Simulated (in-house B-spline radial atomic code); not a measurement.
A calculation on neutral copper (an excited or competing configuration): its settings, and results tabulated from the run. Level of theory: non-relativistic M06-L, spin-polarised, spherical fractional occupations, point nucleus; calculated with a radial B-spline atomic code at the basis-set limit.

Command:
```bash
python run_scf.py task.json out
```
Settings:
```
Z                29
configuration    [Ar] 3d9 4s2
hamiltonian      nr
method           m06l
spin_polarised   True
```

Output (hartree, bohr):
```
 radial grid: 57 intervals, B-splines of order 8, outer radius 50 bohr

 iter        energy (Eh)    residual
    1       -1640.374235    9.56e-02
    2       -1640.390782    8.53e-03
    3       -1640.392239    4.71e-03
    4       -1640.392704    2.81e-03
    5       -1640.391745    5.50e-03
    6       -1640.392959    3.19e-04
    7       -1640.392960    1.34e-04
    8       -1640.392960    1.90e-05
    9       -1640.392960    1.26e-05
   10       -1640.392960    1.12e-06
   11       -1640.392960    2.30e-07

 total energy                     -1640.39296
 kinetic                            1639.1664
 electron-nucleus                  -3921.8417
 Hartree                             709.2211
 exchange-correlation                -66.9387

 orbital      occ     eigenvalue          <r>       <r^2>       <1/r>       r_max
 1s up      1.000      -322.5721    0.0529035  0.00375214       28.51     0.03494
 1s down    1.000      -322.5720    0.0529034  0.00375212       28.51     0.03494
 2s up      1.000       -38.9085     0.237958   0.0667657     6.21813      0.1994
 2s down    1.000       -38.8769     0.237824   0.0666851     6.22172      0.1993
 2p up      3.000       -34.0157     0.207789   0.0528889     6.15203        0.16
 2p down    3.000       -33.9927     0.207653   0.0528116     6.15507        0.16
 3s up      1.000        -4.4942     0.715904    0.591061     1.97065      0.6216
 3s down    1.000        -4.4360     0.716998    0.592963      1.9664      0.6222
 3p up      3.000        -2.9427     0.746421    0.656542     1.83628      0.6246
 3p down    3.000        -2.8847     0.748411    0.660383      1.8309      0.6255
 3d up      5.000        -0.3923     0.936404     1.18139     1.45258      0.6023
 3d down    4.000        -0.3398     0.960314      1.2587      1.4314      0.6061
 4s up      1.000        -0.2115      2.75716     8.82403    0.466877       2.203
 4s down    1.000        -0.2066       2.7847     8.99453    0.460904       2.233
```

Time taken, with all properties: 0.3 s on 1 thread of Intel(R) Xeon(R) Platinum 8259CL CPU @ 2.50GHz, with other jobs on the host.
